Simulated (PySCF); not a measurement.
CH₂Li₂, SMILES [Li][CH2][Li].

The structure is a stationary point at r2SCAN-D4/def2-TZVPD.

Level of theory: PBE0/def2-TZVPD run with PySCF.

```yaml
total_energy: -54.19584 hartree
point_group: C2v
highest_occupied_level: -3.34 eV
lowest_empty_level: -0.96 eV
orbital_gap: 2.38 eV
dipole_moment: 5.16 D
quadrupole, principal values (traceless, Buckingham form, about the centre of nuclear charge): -9.43, -5.94, 15.37 D·Å
mean_static_polarisability: 109.5 bohr³ (16.22 Å³)
polarisability_principal_values: 63.7, 72.4, 192.3 bohr³
```
